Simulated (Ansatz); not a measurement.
`C[O][In]([CH3])[CH3]` from Hartree–Fock to CCSD(T)

```xyz
14

C    -1.731   -0.436    1.600
O    -0.427   -0.780    1.249
In    0.567   -0.021   -0.317
C    -0.621    1.394   -1.405
C     2.513   -0.897   -0.372
H    -1.763   -0.016    2.615
H    -2.193    0.307    0.930
H    -2.382   -1.321    1.595
H    -0.083    1.787   -2.267
H    -1.539    0.913   -1.746
H    -0.893    2.221   -0.747
H     2.594   -1.607    0.450
H     2.676   -1.416   -1.318
H     3.282   -0.130   -0.266
```

Charge 0, multiplicity 1. Correlated methods include outer-core shells of In, which these sets cover unevenly. In takes the def2 core potential. The structure was optimised at the PBE0-D4/def2-TZVP level. It is one conformer, not always the lowest. Frozen core, restricted reference, Ansatz.

| basis | HF (Eh) | MP2 corr. | CCSD corr. | (T) | CCSD(T) total |
| --- | --- | --- | --- | --- | --- |
| def2-SVP | -382.74787 | -0.71668 | -0.77437 | -0.02220 | -383.54444 |
| def2-TZVPP | -382.98371 | -1.07320 | – | – | – |
| def2-QZVPP | -382.99497 | -1.31463 | – | – | – |
